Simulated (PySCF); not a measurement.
C₂H₉PSi₂.
Bonds: C1–C2, C2–Si3, Si3–P4, P4–Si5, C1–Si5. Hydrogens: H6, H7 on C1; H8, H9 on C2; H10, H11 on Si3; H12 on P4; H13, H14 on Si5.

Method used: TDDFT B3LYP/def2-SVPD, vertical, gas phase, core orbitals frozen in the response in PySCF. Isolated species at its PBE0-D3(BJ)/def2-SVP geometry (one conformer only).

Broadening: Gaussians 0.4 eV wide at half height, area fixed by f = 4.319×10⁻⁹ ∫ε dν̃. The cross-section is σ = 3.8235×10⁻²¹ ε cm², given in Mb (10⁻¹⁸ cm²). The width is an assumption, not a result. The curve ends short of the highest state used, and states not computed would add to its high-energy end.

(λ (nm), σ (Mb)): (183.3, 31.36), (186.4, 33.07), (189.5, 26.48), (192.6, 18.22), (195.7, 13.60), (198.8, 11.89), (201.9, 10.02), (205.0, 6.99), (208.1, 3.88), (211.2, 1.73), (214.3, 0.68), (217.4, 0.35), (220.5, 0.34), (223.6, 0.41), (226.7, 0.44), (229.8, 0.40), (232.9, 0.30), (236.0, 0.20), (239.1, 0.11), (242.2, 0.05), (245.3, 0.02), (248.4, 0.01), (251.5, 0.00), (254.6, 0.00)

(1) Locate the maxima and give the states behind the curve.

(2) On this curve, what absorbance would a 10⁻³ mol/L sample give at 248 nm over a 1 cm path?

(3) Coming from long wavelengths, where does ε first pass 100 L mol⁻¹ cm⁻¹?

Results:

(1) 227 nm (5.47 eV), ε about 120, made up of S1 (100%); 185 nm (6.69 eV), ε about 8800, made up of S4 (42%) and S5 (53%) (ε in L mol⁻¹ cm⁻¹; maxima over ε = 5, shares over 10%). The states used: S1 5.47 eV (f 0.0017); S2 6.17 eV (f 0.026); S3 6.28 eV (f 0.015); S4 6.60 eV (f 0.062); S5 6.75 eV (f 0.074); S6 6.83 eV (f 0.0063); S7 7.08 eV (f 0.0048); S8 7.21 eV (f 0.026); S9 7.24 eV (f 0.071); S10 7.36 eV (f 0.047).

(2) 248 nm is 4.999 eV, where ε is about 2.5 L mol⁻¹ cm⁻¹, so A = ε c l ≈ 0.0025 (Beer–Lambert, with the gas-phase spectrum and the assumed width).

(3) At about 230 nm (5.38 eV), 0.09 eV below S1.

The vertical ionisation energy (ΔSCF) is 9.09 eV, 1.72 eV above S10.
